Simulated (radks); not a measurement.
Species: La LIII. Configuration: [He] 2s2 2p1. All-electron calculation, non-relativistic Kohn-Sham, LB94 model potential, spin-polarised, spherical densities, point nucleus; open shells are filled with parallel spins first (spin-orbit coupling, left out, can overturn this in heavy ions); relativity is left out, which matters for an element this heavy. Program: a radial shooting solver on a logarithmic mesh with Libxc functionals.

Normalised radial functions P(r) = r R(r), r in bohr:

r         1s down   2p up  2p down
0.002521   1.8663  0.0278   0.0278
0.003055   2.1936  0.0401   0.0402
0.003701   2.5618  0.0579   0.0580
0.004485   2.9687  0.0831   0.0832
0.005434   3.4079  0.1187   0.1189
0.006584   3.8676  0.1687   0.1690
0.007978   4.3292  0.2381   0.2385
0.009666   4.7655  0.3333   0.3339
0.01171    5.1406  0.4618   0.4626
0.01419    5.4111  0.6322   0.6333
0.0172     5.5294  0.8529   0.8544
0.02067    5.4588  1.1177   1.1196
0.02504    5.1631  1.4515   1.4538
0.03035    4.6351  1.8372   1.8399
0.03677    3.9063  2.2544   2.2573
0.04455    3.0494  2.6650   2.6673
0.05398    2.1696  3.0118   3.0126
0.06541    1.3801  3.2248   3.2233
0.07925    0.7669  3.2352   3.2323
0.09603    0.3620  3.0000   2.9973
0.1164     0.1402  2.5288   2.5277
0.1399     0.0452  1.9269   1.9276
0.1695     0.0104  1.2658   1.2680
0.2053     0.0017  0.7026   0.7050
0.2488     0.0002  0.3179   0.3197
0.3015     0.0000  0.1123   0.1132
0.3653     0.0000  0.0294   0.0297

1s down: eigenvalue -42122 eV, 0 radial nodes, <r> = 0.0265 bohr, 90 % of the charge inside 0.0471 bohr. 2p up: eigenvalue -9853.6 eV, 0 radial nodes, <r> = 0.0914 bohr, 90 % of the charge inside 0.147 bohr. 2p down (empty): eigenvalue -9822.0 eV, 0 radial nodes, <r> = 0.0914 bohr, 90 % of the charge inside 0.147 bohr.
